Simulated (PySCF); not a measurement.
A GIAO shielding run with PySCF (density fitting, non-relativistic, gas phase) on SMILES C1C[C@@H](C#N)[C@@H]1N[SiH2]F, C₅H₉FN₂Si:

```
$ OMP_NUM_THREADS=1 python probes_run.py task.json out

{"job": {"kind": "nmr", "xc": "PBE0", "basis": "pcSseg-1"}, "charge": 0, "multiplicity": 1}
N     -1.642996    -2.566825    -1.190563
C     -1.416123    -1.690545    -0.489359
C     -1.109257    -0.566759     0.337825
C     -2.042065     0.659217     0.227558
C     -0.817288     1.570651     0.068293
C      0.072024     0.334670    -0.160789
N      1.300488     0.266724     0.548152
Si     2.617922    -0.749916     0.129241
F      3.675635    -0.421061     1.294619
H     -0.955601    -0.894899     1.368188
H     -2.662749     0.622801    -0.665410
H     -2.673379     0.843199     1.093693
H     -0.553844     2.088707     0.988924
H     -0.851655     2.291036    -0.744680
H      0.274492     0.154616    -1.218022
H      1.211219     0.549697     1.514356
H      2.382409    -2.185119     0.224064
H      3.182009    -0.299876    -1.132027
```

Hardware: 1 thread of an Arm Neoverse N1, shared host. The job also computes population analyses, field gradients, ring-centre shieldings.

(1) How large is the calculation?

(2) How long does it take, and how much memory does it need?

## Answers

(1) 76 electrons, 205 basis functions and 1075 auxiliary functions.

(2) 70 s of wall time, with 14 SCF cycles and 5 response iterations; peak memory 0.92 GiB. Times on a shared host scatter by some tens of per cent.
